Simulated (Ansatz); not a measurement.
`OPO` + `[SiH3][SeH]` → `OP[SiH2][SeH]` + H₂O  (formal exchange of groups at a P–O bond)

Gas-phase electronic energies from Ansatz, PBE0-D4/def2-TZVP geometries. CCSD(T)/CBS is the MP2 limit (def2-TZVPP, def2-QZVPP) plus CCSD(T) − MP2 in def2-TZVPP, frozen cores. This one scheme is used for every species. Functionals use def2-TZVPP. For Se outer-core shells are correlated without core-valence functions, which leaves a few kJ/mol of doubt a bond. Scalar relativity is left out up to krypton. One conformer a species, not always the lowest.

Task: Is it downhill or uphill in electronic energy at CCSD(T)/CBS, and by how much? (An estimate is asked.)

Result: The calculation gave: Uphill: ΔE = +23.3 kJ/mol.

Task: What do these levels give: BLYP-D4, B97M-V, r2SCAN0-D4, PBE, CCSD(T)/def2-TZVPP, MP2/def2-QZVPP? (Estimate.)

Result: The calculation gave: BLYP-D4 24.1, B97M-V 24.2, r2SCAN0-D4 24.9, PBE 20.2, CCSD(T)/def2-TZVPP 28.3, MP2/def2-QZVPP 25.3 kJ/mol.

Largest T1 diagnostic among the species: 0.013.

Leaving LDA and LC-ωPBE aside and taking each functional with its dispersion term where it has one, the values, not all of them listed here, spread over 24.8 kJ/mol, from revPBE-D4 to CAM-B3LYP-D4. In def2-TZVPP, CCSD(T) changes the Hartree–Fock value by −23.4 kJ/mol (the triples alone add −3.1 kJ/mol) and MP2 by −23.9 kJ/mol. From BLYP to BHLYP (50 % exact exchange), in def2-TZVPP and without D4, ΔE moves by +5.9 kJ/mol.
